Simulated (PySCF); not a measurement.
Polarisability and C₆ of Mn³⁺ (manganese, charge +3)

[Ar] 3d4, high-spin 5D determinant. All numbers are calculated (PySCF 2.14, the spin-free X2C one-electron Hamiltonian (Gaussian nucleus), in aug-cc-pwCVTZ-DK with one added diffuse shell each of s, p, d, f, g type (11s10p8d5f4g, 152 functions)). Coupled (time-dependent) response in atomic units; α is the mean over directions.

```csv
method,mean α (bohr³),"α xx, yy, zz",C₆ (like pair),S(−4)
UHF,1.831,"1.764, 1.764, 1.965",4.553,1.002
```

S(−4) is the Cauchy moment in α(ω) = α(0) + S(−4) ω² + …

α(iu) at UHF:

```json
{"u (hartree)": "0", "α(iu) (bohr³)": "1.831"}
{"u (hartree)": "0.0500", "α(iu) (bohr³)": "1.829"}
{"u (hartree)": "0.100", "α(iu) (bohr³)": "1.821"}
{"u (hartree)": "0.200", "α(iu) (bohr³)": "1.793"}
{"u (hartree)": "0.300", "α(iu) (bohr³)": "1.749"}
{"u (hartree)": "0.500", "α(iu) (bohr³)": "1.633"}
{"u (hartree)": "0.750", "α(iu) (bohr³)": "1.469"}
{"u (hartree)": "1.00", "α(iu) (bohr³)": "1.311"}
{"u (hartree)": "1.50", "α(iu) (bohr³)": "1.042"}
{"u (hartree)": "2.00", "α(iu) (bohr³)": "0.8346"}
{"u (hartree)": "3.00", "α(iu) (bohr³)": "0.5560"}
{"u (hartree)": "5.00", "α(iu) (bohr³)": "0.2889"}
```

A single London oscillator, α(iu) = α/(1 + u²/ω²), gives C₆ = (3/4) ω α². Matching the computed C₆ needs ω = 4 × 4.553 / (3 × 1.831²) = 1.81 hartree.

For an ion, C₆ is the dispersion term alone; charge-induced terms of lower order in 1/R come first.

The components differ because the open shell of this determinant is not spherical; for a pure term their mean is the scalar polarisability.
